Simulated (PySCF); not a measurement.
C2, SMILES [C]=[C] (connectivity only; charge and spin as stated), neutral, multiplicity 1. Geometry optimised at PBE0-D3(BJ)/def2-TZVPD.

TDA-PBE0/def2-TZVPD (PySCF) puts the lowest singlet excitations at 4.31, 6.86, 7.20, 7.20, 9.21, 9.21 eV and the lowest triplet (TDA) at 0.17 eV.

**Question.** What are the lowest singlet roots from EOM-CCSD/aug-cc-pVDZ (PySCF 2.14.0)? (Estimate from the structure and the level; the computed values follow.)

**Answer.** 1.42, 1.42, 4.36, 4.36, 4.52, 5.76 eV; triplets 0.00, 0.00, 0.25 eV. S1 differs by -2.89 eV (second minus first; roots are paired by order, and the bases may differ).
